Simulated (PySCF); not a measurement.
Level of theory: PBE-D3(BJ)/def2-TZVP (PySCF). Isolated molecules, 0 K electronic values unless said otherwise. Excitations are Tamm–Dancoff values on a coarser integration grid. The basis has no diffuse functions, so Rydberg states are missing or too high.

Reference species (SMILES): `[F][Ga]([F])[F]` (neutral, multiplicity 1).

```
Quantity                Value
-------------------  --------
HOMO                 -9.63 eV
S1 excitation (TDA)   6.19 eV
LUMO                 -3.58 eV
```

After one change: the HOMO rises by 1.04 eV; the S1 excitation (TDA) falls by 0.73 eV; the LUMO rises by 0.25 eV.

Question: What was changed between the two runs? The new species is one of these.
A) `[F][Ga]([Cl])[Cl]`
B) `[Cl][Ga]([Cl])[Cl]`
C) `[F][Ga]([F])[Cl]`

Answer: C, `[F][Ga]([F])[Cl]`
